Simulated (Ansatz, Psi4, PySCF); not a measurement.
Species: boron atom, B, net charge 0, doublet state.

Quantity: electron affinity to the triplet, in eV. Set-up: non-relativistic; UHF or UKS for open shells; no spin-orbit coupling; each state is the SCF solution reached for its charge and spin; 6-311+G** with 5d; 6-31G* and kin with 6d, 5d where marked; valence correlation only. Basis-set limits of correlation are two-point, X^-3; Hartree-Fock from the larger set. Anions need diffuse functions, which STO-3G, LANL2DZ, def2-SVP, cc-pVDZ and Pople sets without + lack.

Measured values: pymatgen's periodic table; they hold spin-orbit and core effects. 

Value to compare with, the measured value: 0.28 eV.

| level | program | electron affinity to the triplet (eV) | error |
|---|---|---|---|
| HF/6-31G* | Ansatz | -1.56 | -1.84 |
| HF/6-311+G** | Ansatz | -0.32 | -0.60 |
| PBE/6-31G* | Ansatz | -0.99 | -1.27 |
| PBE/6-311+G** | Ansatz | 0.54 | 0.26 |
| B3LYP/STO-3G | Ansatz | -7.26 | -7.54 |
| B3LYP/3-21G | Ansatz | -0.77 | -1.05 |
| B3LYP/6-31G* | Ansatz | -1.08 | -1.36 |
| B3LYP/6-311+G** | Ansatz | 0.41 | 0.13 |
| M06-2X/6-31G* (5d) | PySCF | -1.25 | -1.53 |
| wB97X-D/6-31G* | Psi4 | -1.02 | -1.30 |
| MP2/6-31G* | Ansatz | -1.44 | -1.72 |
| MP2/6-311+G** | Ansatz | 0.02 | -0.26 |
| wB97X-V/def2-TZVPD | Ansatz | 0.04 | -0.24 |
| CCSD(T)/CBS(aug-cc-pVTZ,aug-cc-pVQZ) | Ansatz | 0.25 | -0.03 |

Among the 12 habitual levels, B3LYP/STO-3G lies farthest from the measured value (-7.54 eV) and B3LYP/6-311+G** nearest (0.13); 2 of 12 lie above it, and their mean absolute error is 1.57 eV, the median 1.29. One case shows no general order.

The levels are drawn from those run, B3LYP/6-31G* more often than the rest, none by its result; runs whose electronic state is in doubt are left out.

Ansatz is a first-principles code.
